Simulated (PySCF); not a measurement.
## TlF, PBE0: how much the basis matters

PySCF, UKS reference; singlet, unpaired electrons none; De to Tl + F without counterpoise correction.

| basis | relativity | functions | Re (Å) | ωe (cm⁻¹) | De (eV) | μ (D) |
| --- | --- | --- | --- | --- | --- | --- |
| cc-pVDZ-PP/cc-pVDZ | scalar-relativistic core potentials | 37 | 2.095 | 514 | 4.80 | -3.63 |
| def2-SVP | scalar-relativistic core potentials | 40 | 2.095 | 512 | 4.86 | -3.67 |
| def2-SVPD | scalar-relativistic core potentials | 55 | 2.132 | 461 | 5.09 | -4.53 |
| cc-pVTZ-PP/cc-pVTZ | scalar-relativistic core potentials | 69 | 2.101 | 484 | 4.99 | -3.97 |
| def2-TZVPP | scalar-relativistic core potentials | 81 | 2.097 | 473 | 5.03 | -4.09 |

(1) How does each smaller set differ from the one with most functions, def2-TZVPP?

A positive dipole means Tl(−)F(+). Measured (Huber and Herzberg, Constants of Diatomic Molecules (1979)): Re = 2.084438 Å, ωe = 477.3 cm⁻¹. These are scalar-relativistic numbers at best; spin–orbit coupling would shift them, the dissociation energy most.

Results:

(1) cc-pVDZ-PP/cc-pVDZ: -0.2 pm, +8.7 % in ωe, -0.23 eV in De; def2-SVP: -0.2 pm, +8.2 % in ωe, -0.17 eV in De; def2-SVPD: +3.5 pm, -2.5 % in ωe, +0.06 eV in De; cc-pVTZ-PP/cc-pVTZ: +0.4 pm, +2.3 % in ωe, -0.04 eV in De. All at PBE0; the set with most functions is neither the basis-set limit nor always the best.
